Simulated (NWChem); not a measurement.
Molecule: C2H6BFS; SMILES CSB(C)F

```xyz
11

B     -0.0022     0.8440    -0.0002
F      0.8226     1.8978     0.0001
C     -1.5602     1.0595    -0.0006
H     -2.0319     0.5975    -0.8779
H     -1.8118     2.1253    -0.0022
H     -2.0318     0.6003     0.8783
S      0.8480    -0.7631     0.0000
C     -0.5335    -1.9749    -0.0001
H     -1.1529    -1.8685     0.8932
H     -0.0803    -2.9683    -0.0001
H     -1.1528    -1.8685    -0.8936
```
Atoms are numbered in this order, from 1.

Geometry: optimised at B3LYP/6-31G* (spherical d).

Q: Give the principal values of the shielding tensors (ppm) of B1, F2, C3, S7, C8 from KT2/pcSseg-1, GIAO (NWChem), with their diamagnetic and paramagnetic parts as GIAO splits them.

A: 
```csv
atom,σ11,σ22,σ33,isotropic,diamagnetic,paramagnetic
B1,-3.2,68.7,78.4,48.0,192.5,-144.6
F2,36.0,104.5,410.3,183.6,474.3,-290.7
C3,165.0,183.2,193.6,180.6,255.6,-75.0
S7,356.9,555.7,605.9,506.2,1058.8,-552.7
C8,156.2,161.0,185.9,167.7,252.7,-85.0
```
